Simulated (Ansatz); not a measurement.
The cluster BAs₂. Charge 0, multiplicity 4. Geometry PBE-D4/def2-TZVP; atoms count from 1.

Cartesian coordinates in Å:
```
B 0.000 0.000 0.000
As 0.083 -1.561 1.103
As -0.083 1.561 -1.103
```

At PBE0-D4/def2-TZVP a doublet of charge 0 lies 0.53 eV below the quartet, each at its own geometry. The structure comes from a short search, and lower isomers may exist.

(1) Estimate the Mulliken populations from the PBE0/def2-TZVP orbitals of Ansatz.

(2) Where does the spin sit?

(3) And the Mayer bond orders between bonded heavy atoms (over 0.3)?

Results:

(1) 
```csv
atom,charge (e),spin (α − β)
B1,-0.04,0.02
As2,0.02,1.49
As3,0.02,1.49
```
Mulliken values and Mayer orders depend strongly on the basis.

(2) Summed by element: B 0.02, As 2.98, of 3 unpaired in all. Largest on single atoms: As2 1.49, As3 1.49, B1 0.02.

(3) B1–As2 1.68 (1.91 Å); B1–As3 1.68 (1.91 Å).
